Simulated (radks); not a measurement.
Values are calculated unless marked as measured or tabulated.
Sm21+, 41 electrons, occupied as [Kr] 4d5.

Level of theory: non-relativistic Kohn-Sham, LDA (Slater exchange, Perdew-Wang correlation), spin-unpolarised, spherical densities, point nucleus; relativity is left out, which matters for an element this heavy (a radial shooting solver on a logarithmic mesh with Libxc functionals).

Energy parts (eV):
total: -268030.19
kinetic: 267936.50
electron-nucleus: -611164.24
Hartree: 80584.71
exchange-correlation: -5387.16

Orbitals (lengths in bohr, moments of r in powers of bohr; <r^-3> diverges for s and p1/2; r(90%) holds 90 % of the orbital's charge):
\begin{tabular}{lrrrrr}
orbital & occ. & eigenvalue (eV) & <r^-3> & <r^2> & r(90%) \\ \hline
1s & 2 & -44595.27 & - & 0.0008019 & 0.0435 \\
2s & 2 & -7542.670 & - & 0.01279 & 0.160 \\
2p & 6 & -7195.573 & 8082 & 0.009522 & 0.143 \\
3s & 2 & -2092.890 & - & 0.08276 & 0.393 \\
3p & 6 & -1940.179 & 1643 & 0.07754 & 0.386 \\
3d & 10 & -1656.077 & 279.4 & 0.06210 & 0.358 \\
4s & 2 & -815.2051 & - & 0.3685 & 0.813 \\
4p & 6 & -753.7031 & 434.6 & 0.3776 & 0.828 \\
4d & 5 & -644.0795 & 67.83 & 0.3901 & 0.855 \\
\end{tabular}

The highest occupied level is 4d at -644.08 eV. Summed over all electrons, <r^2> = 6.289 bohr^2, which gives a Langevin (diamagnetic) susceptibility term of -4.98 x 10^-6 cm^3/mol. The density falls to 0.001 e/bohr^3 at r = 1.50 bohr. For comparison, the ionisation energy in NIST's Atomic Spectra Database is 658 eV (theoretical). In exact Kohn-Sham theory the highest level is minus the ionisation energy, but local and semilocal functionals leave it too shallow, through self-interaction and a potential that decays too fast; potentials with the right tail come closer.

Beside tabulated values, note that spin-unpolarised runs miss the spin-polarisation part of the exchange energy of open shells.
